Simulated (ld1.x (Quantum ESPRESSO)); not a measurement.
LDA (PZ) RRKJ dataset for Cu, scalar-relativistic all-electron reference.

ld1.x (Quantum ESPRESSO) 7.5 input, shortened:

```
&input
   title='Cu', zed=29., rel=1, dft='PZ', iswitch=3,
   config='[Ar] 3d9 4s0 4p0'
 /
 &inputp
   pseudotype=2, tm=.false., lloc=2,
   nlcc=.true., rcore=0.50
 /
3
4S  1  0   0.00   0.00  1.60  1.60  0.0
4P  2  1   0.00   0.00  0.85  0.85  0.0
3D  3  2   9.00   0.00  0.95  0.95  0.0
 &test
   configts(1)='3d9 4s0 4p0'
 /
```

All-electron outer shells of the reference configuration (LDA (PZ), scalar-relativistic, ld1.x):

| shell | level (eV) | outermost node (bohr) | outermost maximum (bohr) |
| --- | --- | --- | --- |
| 3p | -97.57 | 0.26 | 0.62 |
| 3d | -29.98 | – | 0.60 |
| 4s | -22.55 | 0.88 | 1.93 |
| 4p | -15.39 | 0.95 | 2.30 |

(1) Is a potential produced?

Results:

(1) No. ld1.x (Quantum ESPRESSO) 7.5 stopped with "compute_chi: n is too large": the Bessel-function wave could not be built (negative determinant in compute_phi), and the routine for χ then failed on it. The 4p radius of 0.85 bohr lies inside the outermost node of the all-electron wave at 0.95 bohr.
